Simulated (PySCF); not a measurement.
C₄H₅F.

```xyz
10

C     -2.1883    -0.8056    -0.2345
C     -1.2732     0.3442     0.0523
C      0.0197     0.2595     0.2531
C      1.3017     0.1648     0.4977
F      2.2413     0.2390    -0.4521
H     -1.6462    -1.7603    -0.2534
H     -2.6882    -0.6658    -1.2068
H     -2.9835    -0.8655     0.5265
H     -1.7349     1.3420     0.0920
H      1.7220     0.0207     1.4986
```

Coordinates come from a PBE0-D3(BJ)/def2-SVP optimisation.

Calculation: PBE/pcSseg-1 run with PySCF. Non-relativistic, no solvent.

Computed absolute GIAO shielding of each atom: isotropic value and principal components (ppm):
```json
[
 {"atom": "C1", "σ(iso)": "158.7", "σ11": "145.8", "σ22": "152.6", "σ33": "177.8", "span": "32.0"},
 {"atom": "C2", "σ(iso)": "68.5", "σ11": "-14.2", "σ22": "64.9", "σ33": "154.8", "span": "168.9"},
 {"atom": "C3", "σ(iso)": "-26.9", "σ11": "-45.9", "σ22": "-29.7", "σ33": "-5.1", "span": "40.8"},
 {"atom": "C4", "σ(iso)": "45.1", "σ11": "-18.1", "σ22": "66.3", "σ33": "87.1", "span": "105.2"},
 {"atom": "F5", "σ(iso)": "322.0", "σ11": "244.7", "σ22": "326.1", "σ33": "395.1", "span": "150.4"},
 {"atom": "H6", "σ(iso)": "29.4", "σ11": "26.3", "σ22": "28.5", "σ33": "33.6", "span": "7.3"},
 {"atom": "H7", "σ(iso)": "29.2", "σ11": "25.8", "σ22": "27.2", "σ33": "34.5", "span": "8.6"},
 {"atom": "H8", "σ(iso)": "29.3", "σ11": "25.9", "σ22": "27.2", "σ33": "34.8", "span": "8.9"},
 {"atom": "H9", "σ(iso)": "25.0", "σ11": "22.4", "σ22": "25.8", "σ33": "26.9", "span": "4.4"},
 {"atom": "H10", "σ(iso)": "23.9", "σ11": "21.6", "σ22": "22.9", "σ33": "27.3", "span": "5.7"}
]
```
